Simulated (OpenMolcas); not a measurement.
An atom or ion with 72 electrons was computed by MS-CASPT2, IPEA 0.25 Eh, imaginary shift 0.1 Eh with spin-orbit coupling (OpenMolcas, ANO-RCC-VQZP, DKH2). The lowest levels that the run gave, each within 12 % of the measured value where one is at hand:

```json
{"J": "0", "Parity": "even", "E (eV)": "0.0000", "g": ""}
{"J": "1", "Parity": "even", "E (eV)": "0.404", "g": "1.500"}
{"J": "2", "Parity": "even", "E (eV)": "0.780", "g": "1.481"}
{"J": "3", "Parity": "even", "E (eV)": "1.083", "g": "1.465"}
{"J": "4", "Parity": "even", "E (eV)": "1.305", "g": "1.424"}
{"J": "0", "Parity": "even", "E (eV)": "1.915", "g": ""}
{"J": "4", "Parity": "even", "E (eV)": "2.204", "g": "0.954"}
{"J": "1", "Parity": "even", "E (eV)": "2.568", "g": "1.419"}
{"J": "3", "Parity": "even", "E (eV)": "2.605", "g": "0.906"}
{"J": "2", "Parity": "even", "E (eV)": "2.638", "g": "0.796"}
{"J": "5", "Parity": "even", "E (eV)": "2.714", "g": "1.070"}
{"J": "6", "Parity": "even", "E (eV)": "2.952", "g": "1.130"}
```

Task: Which ion is it, and what are the configurations and terms?

Result: Re IV (Z = 75, charge +3; active space 4 electrons in 5 orbitals (5d)). J, parity and g give the terms where levels are pure, and mixed ones are named by the computed weights; the size of the splittings, set against known spectra of the 72-electron sequence, gives the charge. In order, with the measured energies in eV (the list in Brasseur, Gamrath and Quinet, At. Data Nucl. Data Tables 157, 101636 (2024)): 5d4 5D0 [67 %], 5d4 5D1 (0.3824), 5d4 5D2 (0.7413), 5d4 5D3 (1.0353), 5d4 5D4 (1.2549), 5d4 3P0(1) [56 %], 5d4 3H4 [58 %] (2.1011), 5d4 3P1(1) (2.3978), 5d4 3G3 [60 %] (2.4570), 5d4 3F2(1) [70 %] (2.4611), 5d4 3H5 (2.5949), 5d4 3H6 (2.8387).

Term energies are means over components that CASPT2 splits; among the terms shown or strongly mixed into the levels shown the widest spread is 1000 cm-1 (5d4 1I). The CASPT2 spread within a term exceeds the gap to the next term for 5d4 3P(1) and 5d4 3H, so the order of their levels is uncertain. Computed and measured levels are paired by configuration, term and J; levels that our copy of the source lacks, or whose pairing is in doubt (as where it misses far off the trend of its configuration), stay unpaired and out of the deviations. Levels of configurations outside the active space are missing.

A share in square brackets marks a mixed level and gives the weight of the term that names it. A number in round brackets counts repeated terms of one configuration in the order of the reference energies.
